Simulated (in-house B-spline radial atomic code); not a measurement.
A run on Tc (an excited or competing configuration) that did not converge. Method: scalar-relativistic (X2C) wB97X, spin-polarised, spherical fractional occupations, exact exchange averaged over the configuration, Fermi nucleus of rms radius 4.41117 fm; computed with a B-spline radial code for spherical atoms.

Command:
```bash
python run_scf.py task.json out
```
Settings (nuclear radius in fm, mass in u):
```
Z                43
configuration    [Ar] 3d9 4s2 4p6 4d5 4f1 5s2
hamiltonian      x2c
method           wb97x
spin_polarised   True
nucleus          fermi
rms_radius       4.41117
atomic_mass      96.90636
speed_of_light   137.035999084
exact_exchange   averaged over the configuration
```

First and last ten iterations of the last attempt (damped for 15 steps, keeping 80 % of the old Fock matrix, then DIIS):
```
 iter        energy (Eh)    residual
    1       -4264.301669    4.46e-01
    2       -4269.396225    3.58e-01
    3       -4272.273286    2.38e-01
    4       -4273.895031    1.57e-01
    5       -4274.832334    1.05e-01
    6       -4275.357567    6.84e-02
    7       -4275.587425    4.67e-02
    8       -4275.676129    3.40e-02
    9       -4275.714690    2.63e-02
   10       -4275.732617    2.05e-02
  111       -4275.752583    2.73e-03
  112       -4275.752488    2.29e-03
  113       -4275.752396    1.79e-03
  114       -4275.752385    2.34e-03
  115       -4275.752425    2.25e-03
  116       -4275.752485    1.87e-03
  117       -4275.752519    1.85e-03
  118       -4275.752505    1.92e-03
  119       -4275.752805    1.37e-03
  120       -4275.752731    2.18e-03
 not converged after 120 iterations
```

The smallest residual met was 3.2e-04; the threshold is about 4e-07. No energy from this run should be used. Cost of the run: 57 s on 1 thread of Intel(R) Xeon(R) Platinum 8259CL CPU @ 2.50GHz (shared host).
